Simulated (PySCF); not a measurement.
I₂Sn, SMILES [Sn]([I])[I] (connectivity only; charge and spin as stated), charge -1, multiplicity 2.

Geometry optimised at B3LYP-D3(BJ)/def2-SVPD. The spin state was assumed, not searched. The isomer is the one that the SMILES or the coordinates give; other isomers of the formula were not compared. The def2 effective core potentials stand for the cores of I, Sn; spin–orbit coupling is left out.

Computed with CAM-B3LYP/def2-TZVPD (PySCF).

Isolated molecule, no solvent.

```json
{
  "total_energy": "-809.89635 hartree",
  "point_group": "C2v",
  "α spin, highest occupied and lowest empty level": "-1.72 and 2.87 eV",
  "β spin, highest occupied and lowest empty level": "-3.86 and 2.72 eV",
  "dipole_moment_about_the_centre_of_nuclear_charge": "1.93 D",
  "mean_static_polarisability": "159.7 bohr³ (23.66 Å³)",
  "polarisability_principal_values": "127.7, 153.7, 197.6 bohr³",
  "⟨S²⟩": "0.754 (pure state 0.75)"
}
```
